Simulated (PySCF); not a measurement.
**Co (cobalt, neutral) across methods**

[Ar] 3d7 4s1 4p1, one real determinant (an excited configuration). Computed with PySCF 2.14 in x2c-QZVPPall with one added diffuse shell each of s, p, d, f, g type (12s8p6d5f3g, 128 functions), with scalar relativity by spin-free X2C-1e. The B2PLYP total includes its PT2 part (frozen core); its orbital energies are those of the SCF part.

```csv
method,E (hartree),mean ε 3d β (eV),mean ε 4s α (eV),mean ε 4p α (eV),Σ⟨r²⟩ (bohr²),⟨S²⟩
UHF,-1391.84789,-16.777,-10.189,-5.196,43.92,8.752
r2SCAN,-1393.148,-8.581,-7.384,-2.734,42.76,8.751
PBE0,-1392.944,-10.607,-8.004,-3.290,43.41,8.751
PBE,-1392.928,-8.362,-7.131,-2.575,43.87,8.750
PBEsol,-1391.663,-8.215,-7.162,-2.554,43.53,8.750
LC-wPBE,-1392.985,-13.319,-10.615,-5.462,42.30,8.751
LDA,-1390.500,-8.351,-7.321,-2.606,43.52,8.751
```

**Question.** Estimate the same row for B2PLYP.

**Answer.** E (hartree) = -1392.882; mean ε 3d β (eV) = -12.976; mean ε 4s α (eV) = -8.741; mean ε 4p α (eV) = -3.836; Σ⟨r²⟩ (bohr²) = 43.79; ⟨S²⟩ = 8.752.

⟨L²⟩ = 14.02 against 20 for a pure G term, so this real determinant mixes terms.
